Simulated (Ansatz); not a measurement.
The same ligand exchange along the group B, Al, In.

Program: Ansatz. Geometries: PBE0-D4/def2-TZVP. ΔE: electronic, gas phase. CBS: MP2 limit from def2 TZ/QZ plus the TZ coupled-cluster correction, frozen cores. This one scheme is used for every species. Functionals use def2-TZVPP. def2 core potentials past Kr. For In outer-core shells are correlated without core-valence functions, which leaves a few kJ/mol of doubt a bond. Each species was taken in one conformer, which may not be the lowest.

```csv
reaction,ωB97X-V (kcal/mol),PBE-D4 (kcal/mol),MP2/CBS(def2) (kcal/mol),CCSD(T)/CBS(def2) (kcal/mol)
`COB(C)O` + H–F → `CB(O)F` + CH₃OH,-5.0,-4.4,-2.6,-3.4
`C[O][Al]([CH3])[OH]` + H–F → `[CH3][Al]([OH])[F]` + CH₃OH,-14.0,-13.5,-12.9,-13.3
`C[O][In]([CH3])[OH]` + H–F → `[CH3][In]([OH])[F]` + CH₃OH,-10.4,-9.6,-7.1,-7.9
```

Largest T1 diagnostic: 0.016, for `[CH3][In]([OH])[F]`.
